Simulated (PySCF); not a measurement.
# Computed records: CH5GeSi

Calculation on a computer-drawn molecule: optimised geometry and harmonic frequencies of an isolated molecule of the commonest isotopes, restricted reference for singlets and unrestricted otherwise, frozen core in MP2; on germanium a core potential holds 10 electrons, which the energies leave out, and 3d is frozen in MP2 and coupled-cluster steps. Program: PySCF 2.14.0.

```yaml
- formula: CH5GeSi
  start_structure:
    atoms_angstrom:
      - [C, -3.4876, 0.0908, -1.3857]
      - [Si, -2.0774, -0.971, -1.1504]
      - [Ge, -0.8184, -2.2138, 0.3576]
      - [H, -4.0379, 0.448, -0.5192]
      - [H, -3.7479, 0.5237, -2.3292]
      - [H, -1.4776, -1.2577, -2.5868]
      - [H, -1.616, -1.5499, 1.62]
      - [H, -2.0211, -3.4099, 0.411]
  given:
    charge: -1
    multiplicity: 1
    method: HF
    basis: "aug-cc-pV(D+d)Z"
    basis_and_core_potential_on_germanium: "aug-cc-pVDZ-PP ECP10MDF"
    drawn_bonds_atom: [1, 2, 1, 1, 2, 3, 3]
    drawn_bonds_other_atom: [2, 3, 4, 5, 6, 7, 8]
    drawn_bonds_order: [2, 1, 1, 1, 1, 1, 1]
  results: {}
```

Question: What rotational constants does the calculation give for CH5GeSi?
Answer: 25.22, 1.981, 1.867 GHz

Further results for CH5GeSi:

```
total energy                                  : -623.0551 hartree
convergence status largest gradient component : 4.301e-05 hartree/bohr
```

Optimised structure:
```xyz
8
CH5GeSi
C     -3.3844     0.2106    -1.3871
Si    -2.2168    -1.0530    -1.2510
Ge    -0.9185    -2.0065     0.5912
H     -3.8240     0.6917    -0.5192
H     -3.7469     0.5762    -2.3432
H     -1.8050    -1.5151    -2.6233
H     -2.0189    -1.7462     1.7114
H     -1.3694    -3.4975     0.2385
```

Modes:
```tsv
frequency (cm⁻¹)	reduced mass (dalton)
127.4	1.268
160	3.234
278.4	5.23
311.7	1.291
569.6	1.053
603.5	1.136
717.2	1.139
732.5	1.158
794.7	1.106
940.3	1.129
943.6	1.175
997.9	3.559
1501	1.191
1874	1.021
1902	1.02
2156	1.041
3245	1.056
3324	1.111
```
